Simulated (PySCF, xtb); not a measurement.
C4H4O, SMILES c1ccoc1.

GFN2-xTB run with xtb at its own geometry gives an orbital gap of 4.95 eV and a dipole moment of 0.39 D.

Coordinates come from a B3LYP-D3(BJ)/def2-SVP optimisation.

Question: What does PySCF with PBE0/def2-TZVP give? (The exact figures need the calculation; the answer reports its results.)

Answer: gap 6.86 eV (levels -6.64 and 0.22 eV), dipole 0.57 D.
